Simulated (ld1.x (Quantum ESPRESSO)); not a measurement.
**Before and after: TM potential for zinc**

| Quantity | Value |
| --- | --- |
| Element | Zn |
| Generator | ld1.x (Quantum ESPRESSO) 7.5 |
| Type | norm-conserving Troullier–Martins (Kleinman–Bylander form) |
| Functional | PBEsol |
| Relativity | scalar-relativistic |
| Frozen core | [Ar] |
| Valence charge | 12 |
| Reference configuration | 3d10 4s2 4p0 |
| Partial waves | 4s (bound): rc 2.25 bohr; 4p (bound, empty): rc 2.85 bohr; 3d (bound): rc 0.80 bohr |
| Local potential | the d channel |
| Core correction | a·sin(br)/r model core inside 0.50 bohr |

Change: all radii but the core radius scaled by about 1.36 (s 3.06, p 3.86, d 1.08 bohr).

Cutoffs: the cutoffs (Ry, on a coarse ladder) from which the occupation-weighted sum of valence levels, in a spherical-Bessel basis at the reference potential, stays within 10 and 1 mRy of its value at 400 Ry; they do not see the model core or the augmentation charge, which bear on the density cutoff. Errors are all-electron minus pseudo energies relative to the spin-unpolarised reference configuration.

Q: How do hardness, ghosts and transferability respond?

A: Both files keep a bound ghost (p, s); the number of tests that count goes from 6 to 7; of the 6 tests that both files solve, the error grows in 6 and shrinks in 0 by more than 15 % and 0.3 meV (median size 8.6 → 57.6 meV). More of the atom is replaced by a form fitted at one configuration, so other configurations suffer.

```csv
quantity,base,changed
"cutoff, loose",over 300 Ry,200 Ry
"cutoff, tight",over 300 Ry,over 300 Ry
loose cutoff by channel (10 mRy a level),"s 6 Ry, d 260 Ry","s 6 Ry, d 180 Ry"
bound ghosts,"s, p","s, p"
"tests counted (converged, no solver errors)",6 of 7,7 of 7
"error for 3d10 4s1 4p0, meV [ΔE 9.90 eV]",-6.2,-13
"error for 3d10 4s0 4p0, meV [ΔE 28.25 eV]",-58,-152
"error for 3d9 4s0 4p0, meV [ΔE 68.76 eV]",-140,-678
"error for 3d10 4s1.5 4p0, meV [ΔE 3.95 eV]",-1.1,-1.8
"error for 3d10 4s0 4p2, meV [ΔE 10.60 eV]",-5.3,-52
"error for 3d10 4s0 4p1, meV [ΔE 16.26 eV]",-11,-63
```

Base: Tests not counted: 3d9 4s2 4p1 (solver errors, printed error -36.7 eV). These tests converged, but a pseudo level misses the all-electron one widely, so the file describes the atom poorly there or has found another state: 3d9 4s0 4p0: empty 4s by 8.6 eV (a node warning on the way). Changed file: These tests converged, but a pseudo level misses the all-electron one widely, so the file describes the atom poorly there or has found another state: 3d9 4s0 4p0: empty 4s by 4.1 eV (a node warning on the way). A true bound ghost makes a file unfit for plane-wave use even where its test errors are small: the radial tests pick states by their node count and pass the ghost by. Where a test does run into it, the solver fails or the error is huge.
